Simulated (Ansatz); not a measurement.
Reaction (cleavage of the Ge–Si bond): `[SiH3][SiH2][SiH2][SiH2][GeH2][SiH3]` + CH₃NH₂ → `C[NH][GeH2][SiH3]` + `[SiH3][SiH2][SiH2][SiH3]`

Computed with Ansatz on PBE0-D4/def2-TZVP structures; ΔE is electronic, products minus reactants. CBS: MP2 limit from def2 TZ/QZ plus the TZ coupled-cluster correction, frozen cores. DFT in def2-TZVPP. B3LYP here is the variant with VWN-RPA as its local correlation; programs differ in this. For Ge outer-core shells are correlated without core-valence functions, which leaves a few kJ/mol of doubt a bond. Scalar relativity is left out up to krypton. Each species was taken in one conformer, which may not be the lowest.

```json
{"level": "PBE-D4", "ΔE (kJ/mol)": "49.1", "difference from CCSD(T)/CBS": "8.5"}
{"level": "r2SCAN-D4", "ΔE (kJ/mol)": "41.5", "difference from CCSD(T)/CBS": "0.9"}
{"level": "PBE0-D4", "ΔE (kJ/mol)": "49.6", "difference from CCSD(T)/CBS": "9.0"}
{"level": "B3LYP-D4", "ΔE (kJ/mol)": "40.4", "difference from CCSD(T)/CBS": "-0.2"}
{"level": "ωB97X-V", "ΔE (kJ/mol)": "36.0", "difference from CCSD(T)/CBS": "-4.6"}
{"level": "ωB97M-V", "ΔE (kJ/mol)": "39.0", "difference from CCSD(T)/CBS": "-1.6"}
{"level": "B2PLYP", "ΔE (kJ/mol)": "28.4", "difference from CCSD(T)/CBS": "-12.2"}
{"level": "r2SCAN", "ΔE (kJ/mol)": "38.2", "difference from CCSD(T)/CBS": "-2.4"}
{"level": "B3LYP", "ΔE (kJ/mol)": "25.2", "difference from CCSD(T)/CBS": "-15.4"}
{"level": "MP2/def2-TZVPP", "ΔE (kJ/mol)": "35.8", "difference from CCSD(T)/CBS": "-4.8"}
{"level": "CCSD/def2-TZVPP", "ΔE (kJ/mol)": "32.9", "difference from CCSD(T)/CBS": "-7.7"}
{"level": "CCSD(T)/def2-TZVPP", "ΔE (kJ/mol)": "35.9", "difference from CCSD(T)/CBS": "-4.7"}
{"level": "HF/def2-QZVPP", "ΔE (kJ/mol)": "11.1", "difference from CCSD(T)/CBS": "-29.5"}
{"level": "SCS-MP2/def2-QZVPP", "ΔE (kJ/mol)": "29.6", "difference from CCSD(T)/CBS": "-11.0"}
{"level": "HF/CBS(def2)", "ΔE (kJ/mol)": "10.9", "difference from CCSD(T)/CBS": "-29.7"}
{"level": "MP2/CBS(def2)", "ΔE (kJ/mol)": "40.5", "difference from CCSD(T)/CBS": "-0.1"}
{"level": "CCSD(T)/CBS", "ΔE (kJ/mol)": "40.6", "difference from CCSD(T)/CBS": "0"}
```

Largest T1 diagnostic among the species: 0.014.

The D4 term adds +15.2 kJ/mol with B3LYP and +9.4 kJ/mol with PBE0; it sums over pairs of atoms, weighted by their polarisabilities, and B3LYP, whose exchange is more repulsive, gets the larger term. In def2-TZVPP, CCSD(T) changes the Hartree–Fock value by +23.7 kJ/mol (the triples alone add +2.9 kJ/mol) and MP2 by +23.6 kJ/mol.
